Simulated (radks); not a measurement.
Tl, 81 electrons, occupied as [Xe] 4f14 5d9 6s2 6p2 (not the ground configuration). Calculated with a radial shooting solver on a logarithmic mesh with Libxc functionals: scalar-relativistic Kohn-Sham, r2SCAN, spin-polarised, spherical densities, finite nucleus; open shells are filled with parallel spins first (spin-orbit coupling, left out, can overturn this in heavy ions); meta-GGA in the generalised Kohn-Sham scheme; Fermi nuclear charge, rms radius 5.4759 fm.

Normalised radial functions P(r) = r R(r), r in bohr:

r           5p up  5p down  5d down
0.001159   0.0035   0.0035   0.0000
0.001349   0.0045   0.0045   0.0000
0.001583   0.0058   0.0058   0.0000
0.001843   0.0075   0.0075   0.0001
0.002146   0.0096   0.0096   0.0001
0.002518   0.0124   0.0124   0.0001
0.002932   0.0159   0.0159   0.0002
0.00344    0.0205   0.0206   0.0003
0.004005   0.0262   0.0262   0.0004
0.0047     0.0337   0.0338   0.0006
0.005471   0.0427   0.0428   0.0010
0.00637    0.0539   0.0540   0.0014
0.007475   0.0685   0.0686   0.0022
0.008702   0.0854   0.0856   0.0032
0.01021    0.1068   0.1070   0.0049
0.01189    0.1308   0.1311   0.0072
0.01395    0.1598   0.1601   0.0108
0.01624    0.1904   0.1908   0.0158
0.01891    0.2229   0.2233   0.0228
0.02219    0.2567   0.2571   0.0331
0.02583    0.2851   0.2857   0.0468
0.03031    0.3062   0.3068   0.0661
0.03529    0.3117   0.3123   0.0902
0.04141    0.2948   0.2954   0.1224
0.04821    0.2504   0.2509   0.1594
0.05612    0.1737   0.1740   0.2016
0.06586    0.0579   0.0580   0.2483
0.07667   -0.0783  -0.0784   0.2893
0.08998   -0.2307  -0.2312   0.3201
0.1047    -0.3567  -0.3574   0.3269
0.1229    -0.4326  -0.4334   0.2978
0.1431    -0.4173  -0.4180   0.2266
0.1666    -0.2977  -0.2982   0.1101
0.1955    -0.0671  -0.0672  -0.0524
0.2276     0.2088   0.2093  -0.2227
0.2671     0.4793   0.4803  -0.3815
0.3109     0.6296   0.6307  -0.4724
0.3649     0.6014   0.6023  -0.4678
0.4248     0.3773   0.3776  -0.3519
0.4945     0.0021   0.0015  -0.1370
0.5803    -0.4593  -0.4608   0.1592
0.6756    -0.8512  -0.8529   0.4566
0.7928    -1.1148  -1.1162   0.7268
0.9229    -1.1804  -1.1807   0.8983
1.083     -1.0710  -1.0705   0.9676
1.261     -0.8572  -0.8563   0.9320
1.468     -0.6084  -0.6074   0.8213
1.723     -0.3727  -0.3718   0.6594
2.005     -0.2062  -0.2054   0.4951
2.353     -0.0964  -0.0953   0.3373
2.74      -0.0408  -0.0396   0.2158
3.215     -0.0140  -0.0132   0.1227
3.743     -0.0042  -0.0039   0.0651
4.357     -0.0011  -0.0009   0.0311
5.113     -0.0002  -0.0002   0.0125
5.952     0.0000  0.0000   0.0046
6.985     0.0000  0.0000   0.0013
8.132     0.0000  0.0000   0.0003
9.543     0.0000  0.0000   0.0001
11.11     0.0000  0.0000   0.0000

5p up: eigenvalue -83.656 eV, 3 radial nodes at r = 0.0704, 0.203, 0.495 bohr, <r> = 1.00 bohr, 90 % of the charge inside 1.45 bohr. 5p down: eigenvalue -82.734 eV, 3 radial nodes at r = 0.0704, 0.203, 0.495 bohr, <r> = 1.00 bohr, 90 % of the charge inside 1.45 bohr. 5d down: eigenvalue -19.597 eV, 2 radial nodes at r = 0.186, 0.534 bohr, <r> = 1.34 bohr, 90 % of the charge inside 2.04 bohr.
